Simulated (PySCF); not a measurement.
The vertical singlet excitations below were computed for one of the candidates. The calculation used PySCF, TDDFT PBE0/def2-SVPD, vertical, gas phase, core orbitals frozen in the response. Geometries: GFN2-xTB, one conformer each.

```
state  λ (nm)       f
   S1   297.7   0.019
   S2   290.9  0.0000
   S3   260.6   0.329
   S4   246.8  0.0002
   S5   219.5  0.0000
   S6   196.6   0.183
```

Triplets computed (Tamm–Dancoff): 2.59, 3.48 eV.

Orbital energies (eV): HOMO-3 -9.34, HOMO-2 -8.70, HOMO-1 -7.69, HOMO -6.59, LUMO -1.61, LUMO+1 -1.34, LUMO+2 0.18.

Task: Which candidate is it?
A. `O=C(Cl)C#CC(=O)Cl`
B. `Oc1ccnc(Cl)c1`
C. `c1[n+](ccc(Cl)c1)[O-]`

Result: C. Its S1, at 4.16 eV, is the lowest among the candidates; the nearest of the others has S1 at 4.42 eV. S1 is HOMO→LUMO+1 (93%). Löwdin shares by element: HOMO oxygen 43%, carbon 13% or more, nitrogen 12%, chlorine 9% (atoms not listed hold the other 23%); LUMO carbon 27% or more, nitrogen 21%, oxygen 16% (atoms not listed hold the other 36%). At the same level the other candidates give, for their lowest levels:
- `Oc1ccnc(Cl)c1`: 232 nm (f 0.000); 229 nm (f 0.001); 224 nm (f 0.003); 208 nm (f 0.051); 191 nm (f 0.269); T1 4.16 eV; HOMO -7.60, LUMO -0.92 eV
- `O=C(Cl)C#CC(=O)Cl`: 281 nm (f 0.000); 278 nm (f 0.000); 253 nm (f 0.000); 252 nm (f 0.000); 249 nm (f 0.000); T1 3.95 eV; HOMO -9.51, LUMO -3.28 eV
